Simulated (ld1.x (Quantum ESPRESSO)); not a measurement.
# Before and after: TM semilocal potential for iron

Fe (Z = 26), norm-conserving Troullier–Martins (semilocal form), made with ld1.x (Quantum ESPRESSO) 7.5 (PBE, scalar-relativistic). Core [Ne], reference 3s2 3p6 3d7 4s1 4p0. Waves: 3s (bound): rc 0.80 bohr; 3d (bound): rc 1.35 bohr; 3p (bound): rc 0.75 bohr. Local part: the p channel. Core correction: none.

Occupied shells without a wave of their own: 4s. They enter only through the test configuration that unscreens the potential.

Change: wave 3s (bound): rc 0.80 bohr becomes 3s (bound): rc 0.92 bohr.

Cutoffs: the cutoffs (Ry, on a coarse ladder) from which the occupation-weighted sum of valence levels, in a spherical-Bessel basis at the reference potential, stays within 10 and 1 mRy of its value at 400 Ry; they do not see the model core or the augmentation charge, which bear on the density cutoff. Errors are all-electron minus pseudo energies relative to the spin-unpolarised reference configuration.

Task: What does the change do?

Result: Of the 7 tests that both files solve, the error grows in 6 and shrinks in 0 by more than 15 % and 0.3 meV (median size 21.8 → 54.3 meV); neither file shows a bound ghost. More of the atom is replaced by a form fitted at one configuration, so other configurations suffer. A semilocal file is local in each channel, so a ghost entry of none says nothing of the separable form that plane-wave codes build from it.

| quantity | base | changed |
| --- | --- | --- |
| cutoff, loose | 200 Ry | 180 Ry |
| cutoff, tight | over 300 Ry | 300 Ry |
| loose cutoff by channel (10 mRy a level) | s 180 Ry, d 110 Ry, p 100 Ry | s 140 Ry, d 110 Ry, p 100 Ry |
| bound ghosts | none | none |
| largest miss of a reference level, eV | 0.04 | 0.08 |
| error for 3s2 3p6 3d6 4s2 4p0, meV [ΔE 0.79 eV] | +43 | +100 |
| error for 3s2 3p6 3d6 4s1 4p0, meV [ΔE 9.52 eV] | -6.8 | -6.6 |
| error for 3s2 3p6 3d6 4s0 4p0, meV [ΔE 25.72 eV] | -90 | -183 |
| error for 3s2 3p6 3d6 4s0 4p1, meV [ΔE 14.57 eV] | -62 | -139 |
| error for 3s2 3p6 3d6 4s1.5 4p0, meV [ΔE 4.27 eV] | +22 | +54 |
| error for 3s2 3p6 3d6.5 4s1.5 4p0, meV [ΔE 0.06 eV] | +19 | +44 |
| error for 3s2 3p6 3d6 4s1 4p1, meV [ΔE 4.90 eV] | +0.6 | +2.4 |
| s: phases at 1.51 bohr within 0.05 rad from the reference energy up to (Ry; the scan ends near 5) | 2.7 | 1.8 |
| p: phases at 1.51 bohr within 0.05 rad from the reference energy up to (Ry; the scan ends near 5) | to the end of the scan | to the end of the scan |
| d: phases at 1.51 bohr within 0.05 rad from the reference energy up to (Ry; the scan ends near 5) | 3.8 | 3.8 |
